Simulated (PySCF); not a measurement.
[(E)-2-silylethenyl]silane (C2H8Si2), SMILES [SiH3]/C=C/[SiH3].

Coordinates come from a PBE0-D3(BJ)/def2-SVP optimisation.

Two levels are set side by side: TDDFT-PBE/def2-SVPD (PySCF) and TDDFT-CAM-B3LYP/def2-SVPD (PySCF). Vertical, same geometry. The lowest singlet is HOMO−1→LUMO 99 % with PBE and HOMO−1→LUMO 97 % with the other functional; states are paired by order. Differences are taken from unrounded values.

```tsv
quantity	TDDFT-PBE
lowest singlet excitation (eV)	5.51
lowest triplet excitation (TDA) (eV)	4.09
first bright state (f over 0.05) (eV)	6.06
its oscillator strength	0.42
```

These are the TDDFT-PBE values. What does TDDFT-CAM-B3LYP give? (Estimate from the structure and the level; the computed values follow.)


```csv
quantity,TDDFT-CAM-B3LYP,TDDFT-PBE minus TDDFT-CAM-B3LYP
lowest singlet excitation (eV),5.94,-0.43
lowest triplet excitation (TDA) (eV),4.04,0.06
first bright state (f over 0.05) (eV),6.73,-0.66
its oscillator strength,0.63,-0.21
```

Functionals without exact exchange tend to place singlet excitations lower, as here. Differences between two approximate levels are no errors against the true value.

Rough cost on one machine, each run with all the roots and properties that it gave: TDDFT-CAM-B3LYP against TDDFT-PBE about 7 times.
